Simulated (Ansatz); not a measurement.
Consider the silylene formation by 1,1-elimination: `C[Si](Cl)(Cl)[GeH3]` → `C[Si]Cl` + `[Cl][GeH3]`.

Program: Ansatz. Geometries: PBE0-D4/def2-TZVP. ΔE: electronic, gas phase. CBS: MP2 limit from def2 TZ/QZ plus the TZ coupled-cluster correction, frozen cores. DFT in def2-TZVPP. HSE06 is defined as in plane-wave codes. For Ge outer-core shells are correlated without core-valence functions, which leaves a few kJ/mol of doubt a bond. Scalar relativity is left out up to krypton.

Q: Is it downhill or uphill in electronic energy at CCSD(T)/CBS, and by how much? (Estimate.)

A: Ansatz gave: Uphill: ΔE = +58.0 kcal/mol.

Q: What do these levels give: BLYP-D4, HSE06, LC-ωPBE, CCSD/def2-SVP, HF/def2-TZVPP, CCSD/CBS(def2)? (Estimate.)

A: Computed: BLYP-D4 52.7, HSE06 57.4, LC-ωPBE 60.8, CCSD/def2-SVP 51.7, HF/def2-TZVPP 49.1, CCSD/CBS(def2) 57.0 kcal/mol.

Largest T1 diagnostic among the species: 0.012.

From PBE to PBE0 (25 % exact exchange), in def2-TZVPP and without D4, ΔE moves by +2.8 kcal/mol. In def2-TZVPP, CCSD(T) changes the Hartree–Fock value by +6.7 kcal/mol (the triples alone add +1.0 kcal/mol) and MP2 by +11.2 kcal/mol. The D4 term adds +5.3 kcal/mol with B3LYP and +3.0 kcal/mol with PBE0; it sums over pairs of atoms, weighted by their polarisabilities, and B3LYP, whose exchange is more repulsive, gets the larger term.

B3LYP here is the variant with VWN-RPA as its local correlation; programs differ in this.
